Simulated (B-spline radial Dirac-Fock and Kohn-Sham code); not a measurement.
# Relativistic shifts of the levels of Gd³⁷⁺

System: gadolinium as Gd³⁷⁺, 1s2 2s2 2p6 3s2 3p6 3d9.

Both columns are ΔSCF binding energies of the configuration average from an atomic code on a B-spline grid: non-relativistic Hartree-Fock with a point nucleus, and Dirac-Fock with a finite nucleus and the Coulomb interaction alone, averaged over the two j levels with weights 2j+1.

| shell | Hartree-Fock (eV) | Dirac-Fock (eV) | shift (eV) | shift (%) |
| --- | --- | --- | --- | --- |
| 1s | 49129.9 | 52142.1 | +3012.23 | +6.13 |
| 2s | 9255.2 | 10047.3 | +792.05 | +8.56 |
| 2p | 8874.6 | 9139.4 | +264.80 | +2.98 |
| 3s | 3202.7 | 3408.1 | +205.42 | +6.41 |
| 3p | 3035.4 | 3117.5 | +82.09 | +2.70 |
| 3d | 2741.3 | 2741.0 | -0.36 | -0.01 |

Relativity binds 1s, 2s, 2p, 3s, 3p more strongly, among those listed most of all 2s in relative terms, and 3d more weakly, because the contracted s and p shells screen the nucleus better.

Values without a named source are computed, but for edge energies of neutral atoms, which are taken from tables.
